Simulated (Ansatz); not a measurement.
`FB(O[SiH3])O[SiH3]` → B• + F• + 6 H• + 2 O• + 2 Si•  (atomization)

Isolated molecules relaxed with PBE0-D4/def2-TZVP in Ansatz; ΔE leaves out vibrations. CCSD(T)/CBS is the MP2 limit (def2-TZVPP, def2-QZVPP) plus CCSD(T) − MP2 in def2-TZVPP, frozen cores. This one scheme is used for every species, atoms too. For atomizations the MP2-based limit and the directly extrapolated one differ by several kJ/mol either way, and by 10 to 25 for some Ge, Se and Sn compounds, so smaller differences from it don't rank the levels. Functionals use def2-TZVPP. HSE06 is defined as in plane-wave codes. Open shells (•) are unrestricted, without spin–orbit coupling. Spin–orbit coupling would lower the free atoms: a little for B, F, O, Si. Each species was taken in one conformer, which may not be the lowest.

Problem. What is ΔE at CCSD(T)/CBS? (An estimate is asked.)

Solution. The calculation gave: +1109.6 kcal/mol.

Problem. What do these levels give: LDA (SPW92), PBE-D4, r2SCAN0-D4, BHLYP-D4, CAM-B3LYP-D4, ωB97X-V, BLYP, r2SCAN, HSE06, CAM-B3LYP, LC-ωPBE, CCSD/CBS(def2)? (An estimate is asked.)

Solution. Computed: LDA (SPW92) 1246.5, PBE-D4 1107.8, r2SCAN0-D4 1092.2, BHLYP-D4 1080.6, CAM-B3LYP-D4 1115.8, ωB97X-V 1111.6, BLYP 1088.1, r2SCAN 1108.3, HSE06 1088.7, CAM-B3LYP 1110.8, LC-ωPBE 1098.8, CCSD/CBS(def2) 1096.8 kcal/mol.

Largest T1 diagnostic among the species: 0.014.

The D4 term adds +9.4 kcal/mol with B3LYP and +5.0 kcal/mol with PBE0; it sums over pairs of atoms, weighted by their polarisabilities, and B3LYP, whose exchange is more repulsive, gets the larger term. From r2SCAN to r2SCAN0 (25 % exact exchange), in def2-TZVPP and without D4, ΔE moves by −17.9 kcal/mol: exact exchange takes away binding that semilocal exchange gives to molecules. In def2-TZVPP, CCSD(T) changes the Hartree–Fock value by +235.8 kcal/mol (the triples alone add +12.8 kcal/mol) and MP2 by +259.2 kcal/mol; breaking electron pairs costs correlation energy, which Hartree–Fock lacks.

B3LYP here is the variant with VWN-RPA as its local correlation; programs differ in this.
